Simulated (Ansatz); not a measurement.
Molecule: ZnH₂, net charge 0, triplet state. The spin state was set by rule; other spins were not relaxed. 
Structure (B3LYP-D3(BJ)/def2-TZVP (Ansatz, a first-principles code) minimum search):
```xyz
3

Zn     0.0806     0.0154     0.0405
H     -1.0527    -1.1408    -0.5737
H     -1.3662     0.6779    -0.6424
```
Charge 0, spin multiplicity 3.

Computed values are from Ansatz. Correlated levels leave the core frozen unless marked. Open shells are spin-unrestricted. No spin-orbit coupling. The frozen core is the preceding noble-gas configuration, with the filled d and f shells of earlier blocks. No relativistic terms. Basis-set limits of correlation are two-point, X^-3; Hartree-Fock from the larger set.

### Question
What is the atomisation energy De at CCSD(T)/CBS(def2-TZVPPD,def2-QZVPPD)?

### Answer
125.7 kJ/mol.

### Question
What is the total energy at CCSD(T)/CBS(def2-TZVPPD,def2-QZVPPD)?

### Answer
-1779.4198 Eh.

### Question
What is the dipole moment at CCSD(T)/def2-SVPD?

### Answer
0.33 D.

### Question
What is the T1 diagnostic at CCSD/def2-QZVPPD?

### Answer
0.023.
